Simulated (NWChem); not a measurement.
# TiN2H4F2; SMILES [NH2][Ti]([NH2])([F])[F]

```xyz
9

Ti     0.0647    -0.0548    -0.0508
F      1.2449     1.0140     0.6941
F      0.8940    -1.3397    -0.9180
N     -1.0138    -0.8102     1.2870
H     -0.6444    -1.3830     2.0423
H     -2.0203    -0.7161     1.3713
N     -1.0711     0.8973    -1.1917
H     -1.2484     1.8966    -1.1237
H     -1.4541     0.5318    -2.0602
```
Atoms are numbered in this order, from 1.

Program: NWChem. Pople sets run with spherical d functions. Structure relaxed at the B3LYP/6-31G* (spherical d) level. Not confirmed as a minimum by frequencies. GIAO values for the isolated, static molecule; σ is the absolute isotropic shielding, δ = σ(reference) − σ with the isolated reference molecule computed at the same levels (19F: trichlorofluoromethane, 1H: tetramethylsilane, 15N: ammonia).

| level | σ Ti1 (ppm) | δ F2 (ppm) | δ N4 (ppm) | δ H5 (ppm) | δ H6 (ppm) | δ N7 (ppm) | δ H8 (ppm) |
|---|---|---|---|---|---|---|---|
| KT2/pcSseg-1 | ___ | ___ | ___ | ___ | ___ | ___ | ___ |
| PBE/pcSseg-1 | -468.9 | 257.2 | 205.5 | 6.23 | 6.59 | 228.0 | 7.30 |
| Hartree-Fock/6-31G* | 196.6 | 199.5 | 172.4 | 4.89 | 5.40 | 194.4 | 6.21 |

### Question
What belongs in the gaps?

### Answer

- KT2/pcSseg-1, σ Ti1 (ppm): -452.4
- KT2/pcSseg-1, δ F2 (ppm): 247.6
- KT2/pcSseg-1, δ N4 (ppm): 202.9
- KT2/pcSseg-1, δ H5 (ppm): 6.44
- KT2/pcSseg-1, δ H6 (ppm): 6.78
- KT2/pcSseg-1, δ N7 (ppm): 225.0
- KT2/pcSseg-1, δ H8 (ppm): 7.51
